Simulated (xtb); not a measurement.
C$_{2}$HCl$_{2}$ (SMILES Cl/[C]=C/Cl), doublet, from a rough starting geometry; xtb 6.7.1 with GFN2-xTB.

xtb was given this input:
```
$ xtb mol.xyz --gfn 2 --uhf 1 --opt vtight --json

# file mol.xyz
5

Cl     2.24558200    -0.35422473     0.00802589
C      0.63693433    -0.54327616     0.00215626
C     -0.44548685     0.16618613     0.00921571
Cl    -2.06162282    -0.55284660    -0.07119145
H     -0.48698336     1.22267336     0.03203475
```

Problem. Write the output that xtb gives for this input, abridged.

Solution. 
```
   ID    Z sym.   atoms
    1   17 Cl     1, 4
    2    6 C      2, 3
    3    1 H      5

           -------------------------------------------------
          |                Calculation Setup                |
           -------------------------------------------------

           -------------------------------------------------
          |                 G F N 2 - x T B                 |
           -------------------------------------------------

          ...................................................
          :                      SETUP                      :
          :.................................................:
          :  # basis functions                  29          :
          :  # atomic orbitals                  27          :
          :  # shells                           11          :
          :  # electrons                        23          :
          :  max. iterations                   250          :
          :  Hamiltonian                  GFN2-xTB          :
          :  restarted?                      false          :
          :  GBSA solvation                  false          :
          :  PC potential                    false          :
          :  electronic temp.          300.0000000     K    :
          :  accuracy                    1.0000000          :
          :  -> integral cutoff          0.2500000E+02      :
          :  -> integral neglect         0.1000000E-07      :
          :  -> SCF convergence          0.1000000E-05 Eh   :
          :  -> wf. convergence          0.1000000E-03 e    :
          :  Broyden damping             0.4000000          :
          :  net charge                          0          :
          :  unpaired electrons                  1          :
          ...................................................

 iter      E             dE          RMSdq      gap      omega  full diag
   1    -13.8649650 -0.138650E+02  0.520E+00    3.33       0.0  T
   2    -13.8692176 -0.425261E-02  0.305E+00    3.39       1.0  T
   3    -13.8642790  0.493861E-02  0.133E+00    3.26       1.0  T
   4    -13.8698463 -0.556732E-02  0.430E-01    3.41       1.0  T
   5    -13.8703967 -0.550380E-03  0.119E-01    3.36       1.0  T
   6    -13.8704166 -0.198785E-04  0.850E-02    3.37       1.0  T
   7    -13.8704272 -0.106031E-04  0.423E-02    3.37       1.1  T
   8    -13.8704288 -0.157942E-05  0.254E-02    3.36       1.8  T
   9    -13.8704307 -0.193169E-05  0.475E-03    3.37       9.4  T
  10    -13.8704307 -0.430447E-07  0.222E-03    3.37      20.1  T
  11    -13.8704308 -0.847777E-08  0.147E-03    3.37      30.3  T
  12    -13.8704308 -0.652239E-08  0.493E-04    3.37      90.7  T
  13    -13.8704308 -0.501650E-09  0.230E-04    3.37     194.2  T

   *** convergence criteria satisfied after 13 iterations ***

         :::::::::::::::::::::::::::::::::::::::::::::::::::::
         ::                     SUMMARY                     ::
         :::::::::::::::::::::::::::::::::::::::::::::::::::::
         :: total energy             -13.769886825046 Eh    ::
         :: gradient norm              0.033210649467 Eh/a0 ::
         :: HOMO-LUMO gap              3.366566310650 eV    ::
         ::.................................................::
         :: SCC energy               -13.870430907542 Eh    ::
         :: -> isotropic ES            0.003720977279 Eh    ::
         :: -> anisotropic ES         -0.000036866962 Eh    ::
         :: -> anisotropic XC          0.002627242378 Eh    ::
         :: -> dispersion             -0.003086332786 Eh    ::
         :: repulsion energy           0.100544082496 Eh    ::
         :: add. restraining           0.000000000000 Eh    ::
         :: total charge              -0.000000000000 e     ::
         :::::::::::::::::::::::::::::::::::::::::::::::::::::

      -----------------------------------------------------------
     |                   =====================                   |
[...]
 * total energy  :   -13.7698868 Eh     change       -0.1325571E-09 Eh
 * total energy  :   -13.7708917 Eh     change       -0.1004876E-02 Eh
 * total energy  :   -13.7711375 Eh     change       -0.2458086E-03 Eh
 * total energy  :   -13.7712229 Eh     change       -0.8542307E-04 Eh
 * total energy  :   -13.7712360 Eh     change       -0.1302603E-04 Eh
 * total energy  :   -13.7712520 Eh     change       -0.1608876E-04 Eh
 * total energy  :   -13.7712567 Eh     change       -0.4671572E-05 Eh
 * total energy  :   -13.7712604 Eh     change       -0.3659747E-05 Eh
 * total energy  :   -13.7712613 Eh     change       -0.9458325E-06 Eh
 * total energy  :   -13.7712614 Eh     change       -0.3447129E-07 Eh
   *** GEOMETRY OPTIMIZATION CONVERGED AFTER 10 ITERATIONS ***
         :: total energy             -13.771261359497 Eh    ::
[...]
         3        2.0000           -0.6584017             -17.9160
         4        2.0000           -0.5840030             -15.8915
         5        2.0000           -0.5469117             -14.8822
         6        2.0000           -0.5223389             -14.2136
         7        2.0000           -0.5098851             -13.8747
         8        2.0000           -0.4790555             -13.0358
         9        2.0000           -0.4639064             -12.6235
        10        2.0000           -0.4294153             -11.6850
        11        2.0000           -0.4050591             -11.0222
        12        1.0000           -0.3594521              -9.7812 (HOMO)
        13                         -0.2333603              -6.3501 (LUMO)
        14                         -0.1770101              -4.8167
        15                         -0.1079253              -2.9368
        16                         -0.0187337              -0.5098
        17                         -0.0187254              -0.5095
        18                         -0.0118839              -0.3234
        19                         -0.0003740              -0.0102
        20                          0.0086403               0.2351
        21                          0.0123641               0.3364
        22                          0.0123747               0.3367
        23                          0.0242517               0.6599
       ...                                ...                  ...
        27                          0.6993325              19.0298
      -------------------------------------------------------------
                  HL-Gap            0.1260918 Eh            3.4311 eV
             Fermi-level           -0.3393309 Eh           -9.2337 eV

     #   Z          covCN         q      C6AA      α(0)
     1  17 Cl       0.915    -0.003    99.289    15.244
     2   6 C        1.928     0.009    30.862     8.972
     3   6 C        2.818     0.033    27.249     8.553
     4  17 Cl       0.945    -0.134   103.343    15.552
     5   1 H        0.925     0.096     1.825     2.113

 Mol. C6AA /au·bohr⁶  :       1040.028287
 Mol. C8AA /au·bohr⁸  :      37108.538797
 Mol. α(0) /au        :         50.433942

Wiberg/Mayer (AO) data.
largest (>0.10) Wiberg bond orders for each atom

 ---------------------------------------------------------------------------
     #   Z sym  total        # sym  WBO       # sym  WBO       # sym  WBO
 ---------------------------------------------------------------------------
     1  17 Cl   1.447 --     2 C    1.271     3 C    0.107
     2   6 C    3.365 --     3 C    1.934     1 Cl   1.271     4 Cl   0.107
     3   6 C    3.914 --     2 C    1.934     4 Cl   0.971     5 H    0.902
                             1 Cl   0.107
     4  17 Cl   1.130 --     3 C    0.971     2 C    0.107
     5   1 H    0.985 --     3 C    0.902
 ---------------------------------------------------------------------------

Topologies differ in total number of bonds
Writing topology from bond orders to xtbtopo.mol

molecular dipole:
                 x           y           z       tot (Debye)
 q only:        0.393       0.366       0.021
   full:        0.540       0.474       0.027       1.828
molecular quadrupole (traceless):
                xx          xy          yy          xz          yz          zz
 q only:       -2.122      -1.133       1.361      -0.096       0.001       0.761
  q+dip:       -1.333      -1.443       1.574      -0.079       0.041      -0.241
   full:       -0.962      -0.405       1.046      -0.035       0.032      -0.084

optimized geometry written to: xtbopt.xyz

           -------------------------------------------------
          | TOTAL ENERGY              -13.771261359497 Eh   |
          | GRADIENT NORM               0.000037922678 Eh/α |
          | HOMO-LUMO GAP               3.431132588417 eV   |
           -------------------------------------------------

normal termination of xtb
```
